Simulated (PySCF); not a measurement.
Unknown compound

Molecular formula: C₈H₁₃FO. Simulated spectra:

$^{1}$H NMR (400 MHz, computed): δ 3.23 (s, 3H), 2.21 (m, 2H), 2.00 (m, 2H), 1.98 (m, 2H), 1.83 (m, 2H), 1.80 (m, 2H).

$^{13}$C{$^{1}$H} NMR (computed): δ 112.4, 49.3, 46.9, 37.3, 34.8, 33.3, 18.1.

One computed conformer, fast rotation and ring inversion assumed for equivalent nuclei, non-relativistic, no solvent. Coordinates at the PBE0-D3(BJ)/def2-SVP level; shielding tensors at PBE0/pcSseg-1 (GIAO); PySCF.

Chemical shifts δ = σref − σ; TMS for $^{1}$H (31.27 ppm), $^{13}$C (184.41 ppm), all at this level.

Q: Deduce the structure.

A: 
1. The formula gives 2 degrees of unsaturation (2 rings in the answer).
2. 7 carbon signals for 8 carbons: some carbons are equivalent by symmetry or fast rotation.
3. Carbon types of the structure: 2 × C, 5 × CH2, 1 × CH3, which accounts for all hydrogens.
4. δC 112.4: fully substituted sp3 carbon bonded to F and O; 2 electronegative neighbours deshield it.
5. δC 49.3: methyl carbon bonded to O; deshielded by the electronegative neighbour.
6. δC 46.9, 37.3, 34.8, 18.1: sp3 CH2 in a ring; saturated and bonded to C and H only.
7. δC 33.3: quaternary sp3 carbon in a ring; aliphatic region, no heteroatom directly attached.
8. δH 3.23: hydrogen on a methyl carbon bonded to O; its carbon carries O, hence the downfield position.
9. δH 2.21, 2.00, 1.98, 1.83, 1.80: hydrogen on an sp3 CH2 in a ring.

The compound is SMILES COC1(F)CC2(CCC2)C1.

The shifts were computed for this structure.

Splittings by $^{19}$F in the carbon and heteronuclear signals aren't shown, as no couplings were computed. Shifts are as computed. Against solution values, carbons near 30 ppm lie about +2 ppm off and those near 130 ppm about +5 ppm. Of 1211 compounds with measured shifts, 218 miss one by over three times the rms of a fit or turn the order of signals round; such compounds aren't used in these exercises. Multiplicities follow the n + 1 count of equivalent neighbours, as no J values were calculated; m marks all less simple cases, F and P coupling included.
